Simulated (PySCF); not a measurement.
An equivalent PySCF input for C (carbon, neutral), [He] 2s2 2p2, high-spin 3P determinant, with no relativity, point nucleus:

```python
from pyscf import gto, scf, dft, mp, cc
import basis_set_exchange as bse
mol = gto.M(atom="C 0 0 0", charge=0, spin=2, symmetry="D2h",
            basis=gto.basis.parse(bse.get_basis("cc-pVTZ", elements=["C"], fmt="nwchem", header=False)))
mf = dft.UKS(mol, xc="M06L")
mf.irrep_nelec = {'Ag': (2, 2), 'B1u': (1, 0), 'B2u': (1, 0)}
mf.kernel()
```

It reaches the same state as the run whose output follows, with an energy that differs only through the grid. The run itself started from symmetry-adapted Hartree-Fock orbitals and held the occupation by maximum overlap, on a logarithmic radial grid, so the iterations belong to that start.

```
SCF conv_tol = 1e-09
number electrons alpha = 4  beta = 2
XC functionals = M06L
    Y. Zhao and D. G. Truhlar.,  J. Chem. Phys. 125, 194101 (2006)
    Y. Zhao and D. G. Truhlar.,  J. Chem. Phys. 125, 194101 (2006)
    Y. Zhao and D. G. Truhlar.,  Theor. Chem. Acc. 120, 215 (2008)
cycle= 1 E= -37.8454087714328  delta_E= -0.00206  |g|= 0.0106  |ddm|= 0.136
cycle= 2 E= -37.8454629636266  delta_E= -5.42e-05  |g|= 0.00339  |ddm|= 0.0279
cycle= 3 E= -37.8454681037295  delta_E= -5.14e-06  |g|= 0.00116  |ddm|= 0.0128
cycle= 4 E= -37.8454687823555  delta_E= -6.79e-07  |g|= 4.23e-05  |ddm|= 0.0029
cycle= 5 E= -37.8454687832984  delta_E= -9.43e-10  |g|= 2.86e-06  |ddm|= 0.000104
converged SCF energy = -37.8454687832984  <S^2> = 2.0063942  2S+1 = 3.0042598
```
